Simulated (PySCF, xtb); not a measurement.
Si(H)(SH)3 (H4S3Si), SMILES S[SiH](S)S.

GFN2-xTB in xtb at its own geometry gives an orbital gap of 4.71 eV and a dipole moment of 1.51 D.

The structure is a stationary point at PBE0-D3(BJ)/def2-SVP. The values are those of a single conformer.

Q: What does PBE/def2-TZVP (PySCF) give? (An estimate is asked for; the answer gives what the named calculation found.)

A: gap 5.06 eV (levels -6.33 and -1.28 eV), dipole 0.94 D.
